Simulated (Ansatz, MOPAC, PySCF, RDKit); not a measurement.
Noncovalent pair: aminoborane (SMILES BN) (first 6 atoms) with HF (SMILES F); geometry from B3LYP-D3(BJ)/def2-TZVP, rigid monomers moved along the line of their centres of mass till N2···H8 is 1.74 Å.
(charge 0, multiplicity 1):
```xyz
8

B      0.90642    -0.12577     0.06133
N     -0.14341     0.57943     0.66532
H      0.66260    -0.82367    -0.87059
H      1.99912    -0.02550     0.52061
H      0.01238     1.27652     1.37838
H     -1.06486     0.63324     0.25706
F     -0.90232    -1.25717     2.44797
H     -0.56266    -0.67936     1.79019
```

Counterpoise-corrected where a basis set is named; no monomer relaxation. Rows marked so take none. RDKit's UFF carries no charges.

Frozen-core correlation. CBS(a, b) extrapolates the correlation energy as X⁻³ and adds the Hartree–Fock energy of set b. Rows in 3-21G carry no dispersion term and start afresh at each structure. The state reached by AM1, PM6, PM7 isn't checked; PM7 holds dispersion and hydrogen-bond terms.

Run with Ansatz (a first-principles code) with Gaussian orbitals; MOPAC for AM1, PM6, PM7 (differences of heats of formation); PySCF for 3-21G rows, the dispersion terms; RDKit for the force fields. Values without a source in brackets are computed.

```
level                                                     interaction energy (meV)
--------------------------------------------------------  ------------------------
UFF                                                                         4613.5
AM1                                                                          305.7
PM6                                                                          226.3
PM7                                                                          276.3
HF/aug-cc-pVTZ                                                              -102.4
PBE-D3(BJ)/def2-TZVPPD                                                      -241.2
B3LYP/3-21G (no counterpoise)                                               -326.8
CCSD/aug-cc-pVDZ                                                            -120.3
MP2/CBS(aug-cc-pVDZ, aug-cc-pVTZ) + ΔCCSD(T)/aug-cc-pVDZ                       [?]
```

Question: Fill in the missing entries.

Answer: 
- MP2/CBS(aug-cc-pVDZ, aug-cc-pVTZ) + ΔCCSD(T)/aug-cc-pVDZ, interaction energy (meV): -186.5
